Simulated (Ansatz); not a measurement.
Mulliken charges of H₆Si₂Te, SMILES `[SiH3][SiH2][TeH]` from r2SCAN/def2-TZVPP in Ansatz (PBE0-D4/def2-TZVP geometry).

| atom | x (Å) | y (Å) | z (Å) | charge (e) |
| --- | --- | --- | --- | --- |
| Si1 | -0.718 | 1.027 | -1.013 | 0.171 |
| Si2 | 0.165 | -0.802 | 0.145 | 0.179 |
| Te3 | 1.364 | 0.127 | 2.132 | -0.055 |
| H4 | -1.456 | 0.560 | -2.217 | -0.060 |
| H5 | 0.383 | 1.932 | -1.438 | -0.051 |
| H6 | -1.650 | 1.779 | -0.132 | -0.051 |
| H7 | -0.921 | -1.721 | 0.579 | -0.063 |
| H8 | 1.106 | -1.564 | -0.718 | -0.063 |
| H9 | 1.814 | -1.383 | 2.647 | -0.007 |

Problem. By hand: the dipole of these point charges (1 e Å = 4.8032 D).

Solution. Σ q r = (-0.041, 0.019, -0.061) e Å, of length 0.076 e Å = 0.37 D.

Problem. How does the dipole of the full density compare? (Best estimate.)

Solution. Ansatz gave: (-0.053, -0.061, -0.091) e Å, 0.58 D; the point charges give 0.64 times that, at 45° from its direction.

Point charges leave out the atoms' own dipoles, such as those of lone pairs, and Mulliken's split depends on the basis, so the two needn't agree.
